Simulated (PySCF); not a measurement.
C$_{2}$H$_{2}$Cl (SMILES C=[C]Cl), doublet, geometry from GFN2-xTB. Base run: SVWN5/pcseg-1 (PySCF).

The PySCF input:
```python
from pyscf import gto, scf, dft

mol = gto.Mole()
mol.atom = '''
    C     0.102105    0.675208    0.004852
    C     1.347315    1.045071    0.011872
    Cl   -0.734862   -0.751237   -0.007677
    H     2.192663    0.358067    0.010416
    H     1.603463    2.091291    0.019749
'''
mol.basis = 'pcseg-1'
mol.charge = 0
mol.spin = 1
mol.verbose = 4
mol.build()

mf = dft.UKS(mol)
mf.xc = 'lda,vwn'
mf.kernel()
```

Variants of this job, named by their change:

```
change                                       E (Eh)  HOMO (eV)  dipole (D)  <S^2>  core-seconds (rough)
---------------------------------------  ----------  ---------  ----------  -----  --------------------
base                                     -535.26902      -5.48        0.95  0.755                     5
functional = mn15                        -537.29159      -7.50        0.99  0.763                    20
functional = lc_wpbe                     -537.28904      -9.88        1.05  0.768                    20
functional = blyp                        -537.44606      -5.34        0.84  0.755                     9
functional = wb97m_v                     -537.40280      -9.07        0.95  0.760                   200
functional = tpss                        -537.51124      -5.77        0.93  0.759                    10
functional = wb97x_v                     -537.37394      -9.36        1.01  0.760                   200
functional = x3lyp                       -537.40405      -6.78        0.92  0.759                     8
functional = b3lyp; dispersion = d3zero  -537.49423      -6.72        0.92  0.759                    10
functional = revpbe                      -537.37464      -5.53        0.88  0.757                     9
functional = m06                         -537.38891      -6.79        0.90  0.763                    20
functional = b3lyp                       -537.49303      -6.72        0.92  0.759                    10
functional = pbe                         -537.18713      -5.54        0.89  0.756                     9
```

Absolute energies of different levels of theory aren't comparable as measures of quality.

Open shells are given as the SCF converged; they aren't shown to be the lowest states, and a large step between rows can be another state.
